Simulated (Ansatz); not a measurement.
```yaml
crystal:
  periodic: [false, false, false]
  atoms:
    - {symbol: F, position_ang: [0.540782, -1.782859, -1.301860]}
    - {symbol: Ge, position_ang: [-0.171053, -0.914746, 0.021151]}
    - {symbol: C, position_ang: [0.000419, 0.988027, -0.095477]}
    - {symbol: Te, position_ang: [1.341831, 0.310055, 1.563528]}
    - {symbol: H, position_ang: [-1.419102, -1.684609, 0.437732]}
    - {symbol: H, position_ang: [0.567791, 1.387830, -0.928425]}
    - {symbol: H, position_ang: [-0.799570, 1.628402, 0.257652]}
basis:
  gaussian: {orbitals: def2-mTZVP, final_grid: {core_spheres: 1, valence_spheres: 1, degree: 1}}
hamiltonian: {xc: {name: wB97M-V}}
output: {forces: true}
```

```sh
$ ansatz run in.yaml --threads 4 --pin off --events-out ev --progress --plain --max-ram 10444MiB
```

Shortened log:

```
Functional definition: wB97M-V
  name "wB97M-V"
  cite "Mardirossian & Head-Gordon, J. Chem. Phys. 144, 214110 (2016) doi:10.1063/1.4952647"
  cite "Becke, J. Chem. Phys. 107, 8554 (1997) doi:10.1063/1.475007"
  cite "Vydrov & Van Voorhis, J. Chem. Phys. 133, 244103 (2010) doi:10.1063/1.3521275"
  # Of w^i u^j: cxij and so on, Table III.
  parameter omega = 0.3/bohr
  parameter cx = 0.15
  parameter cx01 = 1.007
  parameter cx10 = 0.259
  parameter css00 = 0.443
  parameter css04 = -1.437
  parameter css10 = -4.535
  parameter css20 = -3.390
  parameter css43 = 4.278
  parameter cos00 = 1.000
  parameter cos10 = 1.358
  parameter cos20 = 2.924
  parameter cos21 = -8.812
  parameter cos60 = -1.390
  parameter cos61 = 9.142
  parameter b = 6.0
  parameter c = 0.01
  gx(w, u) = 1 - cx + cx01*u + cx10*w
  gss(w, u) = css00 + css04*u^4 + css10*w + css20*w^2 + css43*w^4*u^3
  gos(w, u) = cos00 + cos10*w + (cos20 + cos21*u)*w^2 + (cos60 + cos61*u)*w^6
  exchange = spin_sum(e_x_unif_sr(omega)*gx(b97_w, b97_u_x)) + cx*exact_x_sr(omega) + exact_x_lr(omega)
  correlation = spin_sum(e_c_pw_mod_same_spin*gss(b97_w, b97_u_same))
      + integral(e_c_pw_mod_opposite_spin*gos(b97_w_opposite, b97_u_opposite)) + vv10(b, c)
1184 factors; integrals over basis functions are off by at most 1.1e-3 eV
302 factors; integrals over basis functions are off by at most 1.4e-5 eV
mean field evaluation 1: about -67606.9194 eV, gradient 4.8e1 eV
mean field evaluation 2: about -67606.2723 eV, gradient 5.6e1 eV
mean field evaluation 4: about -67611.0482 eV, gradient 2.1e0 eV
mean field evaluation 16: about -67691.6238 eV, gradient 1.4e0 eV
mean field evaluation 32: about -67691.6384 eV, gradient 3.6e-4 eV
mean field -67691.63843340 eV, -2487.6218293870 hartree, gradient 8.8e-5 eV, S^2 0.000000; 0 other end points of the search recorded, 0 dependent functions left out
the calculation of the forces begins
reference -67691.63862013 eV, -2487.6218362493 hartree; 37, 37 occupied and 82, 82 virtual orbitals, 1184 factors
Total energy: -67691.63862013 eV, -2487.6218362493 hartree
Atom 0 at     0.540782    -1.782859    -1.301860 Å, force    -3.543212     0.344905     2.091368 eV/Å
Atom 1 at    -0.171053    -0.914746     0.021151 Å, force    21.421239    13.232772    12.679086 eV/Å
Atom 2 at     0.000419     0.988027    -0.095477 Å, force    -5.894006     1.709016     1.839006 eV/Å
Atom 3 at     1.341831     0.310055     1.563528 Å, force   -16.555674   -14.011628   -15.271800 eV/Å
Atom 4 at    -1.419102    -1.684609     0.437732 Å, force     1.642685     1.347945     0.079610 eV/Å
Atom 5 at     0.567791     1.387830    -0.928425 Å, force    -0.086187    -1.110501     1.337072 eV/Å
Atom 6 at    -0.799570     1.628402     0.257652 Å, force     3.015156    -1.512507    -2.754342 eV/Å
Dipole moment:    -0.035311     0.030017     0.273206 e Å
```

**Question.** What is wrong with this run?

**Answer.** The integration grid is far too coarse. The run converged. The result belongs to that input, not to the molecule as meant.
